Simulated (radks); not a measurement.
Values are calculated unless marked as measured or tabulated.
Question: Ionisation of the terbium ion Tb+, [Xe] 4f9 6s1, to [Xe] 4f9 as the strength of local exchange is varied. Level of theory: Dirac Kohn-Sham, Slater X-alpha exchange (alpha = 2/3 is LDA exchange), no correlation, spin-unpolarised, spherical densities, finite nucleus; open shells are shared between the two j in proportion to 2j + 1; Fermi nuclear charge, rms radius 5.06 fm (a radial shooting solver on a logarithmic mesh with Libxc functionals).

alpha  E(Tb+) (hartree)  exchange (hartree)  IE (eV)  -e of the level emptied (eV)  <r> of it (bohr)
0.636       -11692.3485           -231.3058   10.709                 7.967 (6s1/2)             3.822
0.648       -11696.7137           -235.7655   10.766                 8.025 (6s1/2)             3.812
0.667       -11703.6287           -242.8336   10.857                 8.117 (6s1/2)             3.797
0.71        -11719.2950           -258.8616   11.066                 8.330 (6s1/2)             3.762
0.768       -11740.4619           -280.5505   11.353                 8.625 (6s1/2)             3.715
0.886       -11783.6518           -324.9223   11.957                 9.247 (6s1/2)             3.622
0.981       -11818.5455           -360.8845   12.460                 9.769 (6s1/2)             3.549
?           -11729.8733           -269.6961   11.208                 8.476 (6s1/2)             3.738

Which alpha was used in the last row?

Answer: alpha = 0.739. NIST Atomic Spectra Database: 11.51 eV (semi-empirical). The Delta-SCF value meets it near alpha = 0.80. Spin polarisation and multiplet splitting are left out, so open shells lie too high by an amount that depends on their filling. Sharing an open shell by 2j + 1 raises it above the true ground level by a part of the spin-orbit splitting, which enters the differences from NIST.

Beside tabulated values, note that spin-unpolarised runs miss the spin-polarisation part of the exchange energy of open shells.
